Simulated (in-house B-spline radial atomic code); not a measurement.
**BSE on G0W0@HF excitations of Se⁶⁺**

Method: BSE on G0W0@HF. Computed with an all-electron radial atomic-structure program (B-spline basis): linear response of the closed shell [Ar] 3d10 with a statically screened interaction on G0W0 levels; non-relativistic, point nucleus, no spin-orbit coupling, no double excitations, S, P, D and F terms only. Only terms of natural parity with L up to 3 were computed.

Without relativity these are model numbers for so heavy an element.

Command:
```bash
python run_td.py task.json out
```
Settings (radii: box in bohr, nucleus in fm):
```
Z                        34
electrons                28
configuration            [Ar] 3d10
hamiltonian              nr
method                   bse
box_radius               14.35
intervals                53
```

Run time, properties included: 1.9 s on 1 thread of Arm Neoverse N1, on a shared host.

The lowest states, in the order of their Tamm-Dancoff energies; the method's threshold (minus the highest G0W0 level) is 156.88 eV. Labels give the largest channel, * marks a mixed state, and oscillator strengths are full-response dipole values. Energies in eV:

```json
{"state": "3d → 4s 3D", "full response": "57.21", "Tamm-Dancoff": "57.23", "oscillator strength": "-"}
{"state": "3d → 4s 1D", "full response": "58.08", "Tamm-Dancoff": "58.09", "oscillator strength": "-"}
{"state": "3d → 4p 3P", "full response": "71.22", "Tamm-Dancoff": "71.25", "oscillator strength": "-"}
{"state": "3d → 4p 3F", "full response": "71.93", "Tamm-Dancoff": "71.94", "oscillator strength": "-"}
{"state": "3d → 4p 1F", "full response": "72.55", "Tamm-Dancoff": "72.56", "oscillator strength": "-"}
{"state": "3d → 4p 1P", "full response": "73.38", "Tamm-Dancoff": "73.47", "oscillator strength": "0.547"}
{"state": "3d → 4d 3S", "full response": "93.62", "Tamm-Dancoff": "93.67", "oscillator strength": "-"}
{"state": "3d → 4d 3D", "full response": "95.29", "Tamm-Dancoff": "95.30", "oscillator strength": "-"}
{"state": "3d → 4d 1D", "full response": "96.11", "Tamm-Dancoff": "96.12", "oscillator strength": "-"}
{"state": "3d → 4d 1S", "full response": "?", "Tamm-Dancoff": "?", "oscillator strength": "-"}
{"state": "3d → 5s 3D", "full response": "105.96", "Tamm-Dancoff": "105.96", "oscillator strength": "-"}
{"state": "3d → 5s 1D", "full response": "106.20", "Tamm-Dancoff": "106.20", "oscillator strength": "-"}
{"state": "3d → 5p 3P", "full response": "111.40", "Tamm-Dancoff": "111.41", "oscillator strength": "-"}
{"state": "3d → 5p 3F", "full response": "111.65", "Tamm-Dancoff": "111.66", "oscillator strength": "-"}
{"state": "3d → 5p 1F", "full response": "?", "Tamm-Dancoff": "?", "oscillator strength": "-"}
{"state": "3d → 5p 1P", "full response": "112.07", "Tamm-Dancoff": "112.09", "oscillator strength": "0.0526"}
```

**Question.** Where does 3d → 5p 1F lie?

**Answer.** At 111.86 eV in full response, 111.86 eV in Tamm-Dancoff.

**Question.** Where does 3d → 4d 1S lie?

**Answer.** At 101.33 eV in full response, 102.10 eV in Tamm-Dancoff.

**Question.** How large is the singlet-triplet splitting of 3d → 4s (D terms) in Tamm-Dancoff?

**Answer.** 0.858 eV, from the unrounded values.

**Question.** What polarisabilities and dispersion coefficient does the method give?

**Answer.** Dipole 0.3506 bohr³, quadrupole 0.3161 bohr⁵, C6 0.5045 hartree·bohr⁶ for two such species.
